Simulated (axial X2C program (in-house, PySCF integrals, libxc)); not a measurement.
Potential curves of SrF⁻, 2c

All values were computed with an in-house relativistic program for diatomic molecules. Two-component (2c) means X2C with spin–orbit coupling and atomic mean-field two-electron Coulomb and Gaunt terms. Basis: Sr dyall-acv3z [14s13p9d6f1g], F dyall-av3z [7s6p3d2f] (cores contracted in-house); Gaussian nuclei, density fitting, unrestricted open shells. Masses: Sr 87.906 u, F 18.998 u.

State: Ω = 0 (closed shell). Energies in cm⁻¹ from the fragments at the same level (Sr + F-). Fits are polynomials in 1 − R0/R over 0.85 to 1.23 times the lowest point R0.

| R (Å) | MP2 | CCSD(T) | PBE0 | TPSS |
| --- | --- | --- | --- | --- |
| 1.8522 | -17061 |  | -20831 | -20946 |
| 1.9374 | -20910 | -21560 | -23855 | -24063 |
| 2.0013 | -22704 | -23369 | -25118 | -25378 |
| 2.0651 | -23789 | -24463 | -25742 | -26042 |
| 2.1290 | -24332 | -25010 | -25885 | -26216 |
| 2.2035 | -24447 | -25124 | -25605 | -25962 |
| 2.2780 | -24156 | -24828 | -24986 | -25361 |
| 2.3738 | -23375 | -24036 | -23868 | -24258 |
| 2.4909 | -22044 |  | -22230 | -22634 |
| 2.6612 | -19776 |  | -19673 | -20094 |

Correlated methods: 10 electrons correlated (number of frozen shells: Sr 4 s, 3 p, 1 d; F 1 s), 292 virtual spin orbitals or spinors in MP2, 90 natural virtuals in coupled cluster.

One determinant describes the state; a PBE0 search over occupations chose it and may have missed a lower one. De is counted from the lowest determinant-based energies of the atoms at the same level, without counterpoise correction. CCSD and (T) use frozen natural virtuals with an MP2 correction for the truncation; (T) itself is uncorrected, so its De runs slightly low. The outer-core s and p shells of the metal are frozen in the correlated rows, which leaves out core–valence correlation; for alkali and alkaline-earth bonds that tends to lengthen them. The highest occupied level of some functionals is positive through self-interaction error; at Hartree–Fock it is bound. With the outer-core shells frozen, correlated bond lengths of heavy atoms tend to come out a few hundredths of an ångström too long. Coupled cluster ran on the points near the minimum only. MP2 and coupled cluster on one determinant become unreliable at the stretched end.

(1) Fit the MP2 curve near its minimum: give the equilibrium distance, the harmonic wavenumber and the well depth.

(2) Fit the CCSD(T) curve near its minimum: give the equilibrium distance, the harmonic wavenumber and the well depth.

(3) Fit the PBE0 curve near its minimum: give the equilibrium distance, the harmonic wavenumber and the well depth.

(4) Fit the TPSS curve near its minimum: give the equilibrium distance, the harmonic wavenumber and the well depth.

Answers

(1) At MP2, 2c: Re = 2.184 Å, ωe ≈ 414 cm⁻¹, De = 3.03 eV to Sr + F-; Be follows as 0.226 cm⁻¹.

(2) At CCSD(T), 2c: Re = 2.184 Å, ωe ≈ 416 cm⁻¹, De = 3.12 eV to Sr + F-; Be follows as 0.226 cm⁻¹.

(3) At PBE0, 2c: Re = 2.119 Å, ωe ≈ 444 cm⁻¹, De = 3.21 eV to Sr + F-; Be follows as 0.24 cm⁻¹.

(4) At TPSS, 2c: Re = 2.124 Å, ωe ≈ 444 cm⁻¹, De = 3.25 eV to Sr + F-; Be follows as 0.239 cm⁻¹.
